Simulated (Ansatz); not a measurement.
Species: C₃H₉F₃Si₂ (charge 0, singlet). 
Geometry from a B3LYP-D3(BJ)/def2-TZVP (Ansatz, a quantum-chemistry and plane-wave program) optimisation:
```
Si
C 1 1.8770
H 2 1.0915 1 111.36
H 2 1.0915 3 107.99 1 -122.57
H 2 1.0930 3 107.89 4 -116.38
C 1 1.8770 2 111.08 3 -178.20
H 6 1.0915 1 111.36 2 57.63
H 6 1.0915 7 107.99 1 -122.57
H 6 1.0930 7 107.89 8 -116.38
C 1 1.8770 2 111.08 3 57.63
H 10 1.0915 1 111.36 2 -178.20
H 10 1.0915 11 107.99 1 -122.57
H 10 1.0930 11 107.89 12 -116.38
Si 1 2.3392 2 107.81 3 -60.28
F 14 1.5954 1 112.74 2 -60.30
F 14 1.5954 15 106.02 1 123.80
F 14 1.5954 15 106.02 16 112.40
```

Property: atomisation energy (electronic, to ground-state atoms), in eV. Correlated levels leave the core frozen unless marked. Open shells are spin-unrestricted. No spin-orbit coupling. Non-relativistic. The coupled-cluster limit lacks core correlation, which all-electron functionals hold. CBS marks a two-point X^-3 extrapolation of the correlation energy; Hartree-Fock from the larger set. [CCSD(T)-MP2]/basis is that difference in the basis named.

```json
[
 {"level": "HF/aug-cc-pV(Q+d)Z", "program": "Ansatz", "atomisation energy (eV)": "53.99", "minus last row": "-16.98"},
 {"level": "PBE0/def2-QZVPP", "program": "Ansatz", "atomisation energy (eV)": "70.24", "minus last row": "-0.73"},
 {"level": "LC-wPBE-D3(BJ)/def2-TZVPD", "program": "Ansatz + dftd3", "atomisation energy (eV)": "70.88", "minus last row": "-0.09"},
 {"level": "MP2/6-31G", "program": "Ansatz", "atomisation energy (eV)": "58.36", "minus last row": "-12.61"},
 {"level": "MP2/cc-pV(D+d)Z", "program": "Ansatz", "atomisation energy (eV)": "65.90", "minus last row": "-5.07"},
 {"level": "MP2/cc-pV(T+d)Z", "program": "Ansatz", "atomisation energy (eV)": "70.31", "minus last row": "-0.66"},
 {"level": "RI-MP2/cc-pV(Q+d)Z", "program": "Ansatz", "atomisation energy (eV)": "71.50", "minus last row": "0.53"},
 {"level": "CCSD(T)/6-31G", "program": "Ansatz", "atomisation energy (eV)": "57.93", "minus last row": "-13.04"},
 {"level": "CCSD(T)/aug-cc-pV(T+d)Z", "program": "Ansatz", "atomisation energy (eV)": "69.54", "minus last row": "-1.43"},
 {"level": "RI-MP2/CBS(aug-cc-pV(T+d)Z,aug-cc-pV(Q+d)Z)+[CCSD(T)-MP2]/aug-cc-pV(T+d)Z", "program": "Ansatz", "atomisation energy (eV)": "70.97", "minus last row": "0.00"}
]
```
